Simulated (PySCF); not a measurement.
**Gas-phase XPS of [(OH)2Al]2O, computed**

Species: [(OH)2Al]2O.
Cartesian coordinates in Å at the PBE0-D3(BJ)/def2-SVP level; atoms count from 1:
```xyz
11
Al2H4O5 angstrom
Al     0.414    1.313    0.740
O      1.283    1.468    2.189
O     -0.092    2.724   -0.050
O      0.036   -0.182    0.060
Al    -0.477   -1.497   -0.871
O     -1.794   -2.464   -0.420
O      0.310   -1.970   -2.296
H      1.609    0.736    2.714
H      0.087    3.602    0.288
H     -2.332   -2.313    0.357
H      1.052   -1.504   -2.680
```

Computed, not measured: delta-SCF UKS SCAN, pcX-2 on the ionised atom, pcseg-1 elsewhere, spin-free X2C (PySCF 2.14.0). Vertical ΔSCF values, vacuum level as zero.

Q: List the computed XPS lines with their assignment.

A: 
```csv
atom(s),environment,level,binding energy (eV),above the level's lowest (eV),count
O4,oxygen bonded to 2 Al,O 1s,537.32,0.00,1
O2/O3/O6/O7,oxygen bonded to Al and H,O 1s,538.28,+0.96,4
Al1/Al5,aluminium bonded to 3 O,Al 1s,1567.72,0.00,2
```

The listed O 1s values span 0.96 eV, from O4 (bonded to 2 Al) to O2/O3/O6/O7 (bonded to H and Al).

Q: What is the longest wavelength that can ionise O 1s of O2 (atom 2)/O3/O6/O7 vertically?

A: λ = hc/E = 12398.42 eV Å / 538.28 eV = 23.033 Å.

One atom of each set of topologically equivalent atoms was ionised and stands for the set; in this conformer not all members are related by symmetry, and their own values weren't computed. Geometry: PBE0-D3(BJ)/def2-SVP, one conformer, isolated molecule.
